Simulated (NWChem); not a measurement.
# CdHCl; SMILES [Cl][CdH]

```xyz
3

Cd    -0.2247     0.5167     0.0000
H     -0.4632     2.1479     0.0000
Cl     0.1055    -1.7444     0.0000
```
Atoms are numbered in this order, from 1.

Level: PBE0-D3(BJ)/def2-TZVP with def2 effective core potentials on Cd (NWChem), optimised geometry, unscaled harmonic frequencies. def2 effective core potentials on Cd; no spin-orbit coupling.

Task: List the harmonic frequencies with IR intensities, and the thermochemistry.

Result: 
```tsv
frequency (cm⁻¹)	IR intensity (km/mol)
367	33.1
430	62.0
1891	94.5
```

```
Quantity                                                                           Result
-----------------------------------------------------------------------  ----------------
zero-point energy                                                            3.8 kcal/mol
thermal correction to the enthalpy at 298.15 K (with zero-point energy)      6.6 kcal/mol
heat capacity Cv                                                          8.9 cal/(mol K)
entropy at 298.15 K and 1 atm (symmetry number 1)                        48.0 cal/(mol K)
```

Rigid rotor and harmonic oscillator.
